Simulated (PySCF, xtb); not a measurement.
Pt(Cl)(CO)2 (C₂ClO₂Pt), SMILES [O+]#[C-]->[Pt]([Cl])<-[C-]#[O+] (connectivity only; charge and spin as stated), neutral, multiplicity 2.

Harmonic wavenumbers (cm⁻¹) from GFN2-xTB run with xtb at its own minimum, in rising order: 43, 73, 79, 170, 242, 314, 372, 384, 471, 498, 2002, 2118.

Q: What does PBE0-D3(BJ)/def2-SVP (PySCF) give at its own minimum? (Estimate from the structure and the level; the computed values follow.)

A: 51, 72, 74, 204, 253, 358, 378, 422, 456, 529, 2177, 2214. Paired by order, the mean absolute difference is 39 cm⁻¹ and the zero-point energies are 9.7 and 10.3 kcal/mol.
